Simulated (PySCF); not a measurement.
Computed XPS line lists of a few unrelated compounds.

Method: delta-SCF UKS SCAN, pcX-2 on the ionised atom, pcseg-1 elsewhere, spin-free X2C (PySCF). Geometries: PBE0-D3(BJ)/def2-SVP; isolated species, one conformer each.

Line lists (1s up to Mg, 2p3/2 beyond, nothing for As; areas count atoms within a level, one atom standing for each set equivalent by bonding):
1. C 1s: 289.81 (area 1), 290.24 (area 1), 290.27 (area 1), 290.33 (area 1), 290.49 (area 1), 290.87 (area 1) eV; O 1s: 537.68 eV; Si 2p3/2: 107.06 (area 1), 107.32 (area 1) eV
2. C 1s: 291.29 (area 1), 293.50 (area 1) eV; N 1s: 405.21 eV; O 1s: 537.01 eV; Si 2p3/2: 105.57 (area 1), 105.62 (area 2), 106.33 (area 1) eV
3. B 1s: 189.86 eV; N 1s: 399.69 eV; O 1s: 531.28 eV; Si 2p3/2: 101.68 eV
4. C 1s: 290.45 (area 3), 290.50 (area 1) eV

Structures:
A. `CC(=O)N[SiH]1[SiH2][SiH2][SiH2]1`
B. `N[BH2-]O[SiH3]`
C. `C#C[C@@H]1C=CC[Si@@H]1O[SiH3]`
D. `CC(C)(C)[AsH2]`

Question: Match each list to its structure.

Answer: 
- 1 = C: no other candidate has this set of levels. C 1s: 289.81 terminal alkyne carbon, 290.24 sp3 carbon bound to silicon, 290.27 alkene CH carbon, 290.33 alkene CH carbon, 290.49 alkyne carbon, 290.87 sp3 carbon bound to silicon; O 1s: 537.68 siloxane oxygen; Si 2p3/2: 107.06 oxygen-bound silicon, 107.32 oxygen-bound silicon.
- 2 = A: no other candidate has this set of levels. C 1s: 291.29 methyl carbon next to a carbonyl, 293.50 amide carbonyl carbon; N 1s: 405.21 amide nitrogen; O 1s: 537.01 amide oxygen; Si 2p3/2: 105.57 SiH2 silicon, 105.62 SiH2 silicon (×2), 106.33 SiH silicon.
- 3 = B: no other candidate has this set of levels. B 1s: 189.86 four-coordinate boron; N 1s: 399.69 boron-bound nitrogen; O 1s: 531.28 boron-bound oxygen; Si 2p3/2: 101.68 oxygen-bound silicon.
- 4 = D: no other candidate has this set of levels. C 1s: 290.45 methyl carbon (×3), 290.50 sp3 carbon without hydrogen.

The 2p values add to the ΔSCF energy of one spin-free hole a correction within the shell (spin–orbit coupling, ligand field). 1 of these hole states is spin-contaminated (⟨S²⟩ 0.87, against 0.75; counted from 0.85) and less certain.
